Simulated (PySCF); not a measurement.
**Bond length, frequency and bond energy of LiSn by level of theory**

State: ⁴Σ⁻ (quartet), unpaired electrons σ ↑, π ↑↑. Set-up: Li def2-SVPD, Sn def2-SVPD with ECP28; scalar-relativistic core potentials (PySCF 2.14). De refers to Li + Sn in their high-spin ground configurations, without counterpoise correction. The functionals are run spin-unrestricted. A positive dipole means Li(−)Sn(+).

| Level | Re (Å) | ωe (cm⁻¹) | De (eV) | μ (D) | CPU s a point (SCF and correlation, without the integrals) |
| --- | --- | --- | --- | --- | --- |
| UHF | 2.628 | 360 | 1.08 | -6.53 | 0.061 |
| UHF-MP2 | 2.623 | 362 | 1.45 | n/a | 0.097 |
| UHF-SCS-MP2 | 2.624 | 362 | 1.32 | n/a | n/a |
| UHF-CCSD | 2.627 | 358 | 1.40 | n/a | n/a |
| UHF-CCSD(T) | 2.629 | 357 | 1.43 | n/a | 2 |
| PBE | 2.598 | 352 | 1.52 | -5.12 | 0.3 |
| BLYP | 2.606 | 345 | 1.33 | -4.94 | 0.2 |
| r²SCAN | 2.597 | 360 | 1.70 | -5.76 | 0.39 |
| M06-L | 2.637 | 352 | 1.57 | -5.94 | 0.43 |
| PBE0 | 2.584 | 364 | 1.51 | -5.62 | 0.54 |
| LC-ωPBE | 2.557 | 381 | 1.47 | -6.21 | 0.38 |
| B2PLYP | 2.591 | 365 | 1.39 | -5.89 | 0.27 |

Q: Which functional lies closest to UHF-CCSD(T) in De, which farthest, and by how much do they differ from it?

A: Closest is LC-ωPBE (-7.2 pm in Re, +6.7 % in ωe, +0.04 eV in De against UHF-CCSD(T) in the same basis), farthest r²SCAN (-3.2 pm in Re, +0.8 % in ωe, +0.27 eV in De). CCSD(T) converges more slowly with the basis than the functionals do and binds too weakly in this one, so the order can change at the basis-set limit.

Q: What does the step from GGA to meta-GGA do here, going from PBE to r²SCAN?

A: r²SCAN less PBE: -0.1 pm in Re, +2.3 % in ωe, +0.18 eV in De. 

Q: What does second-order correlation do here, going from UHF to UHF-MP2?

A: UHF-MP2 less UHF: -0.5 pm in Re, +0.6 % in ωe, +0.37 eV in De. Correlation nearly always deepens the well. The bond shortens, as in weak, metallic or heavy-atom bonds, where dispersion and the correlation of outer-core electrons pull the atoms together.

Correlated steps freeze 4 core orbitals. Correlated levels converge slowly with the basis: in double zeta they bind strong bonds too weakly, by up to about 1 eV, and carry superposition errors of some tenths. Spin–orbit coupling is left out, which matters for elements this heavy, above all for dissociation energies. B2PLYP dipoles, levels and charges come from its SCF part alone. The state was picked by a PBE0 search and need not be the measured ground state.

The whole job (state search and all levels along the bond) took about 1.2 min on 1 thread of Intel Xeon 6975P-C (shared host), peak memory 0.52 GiB.
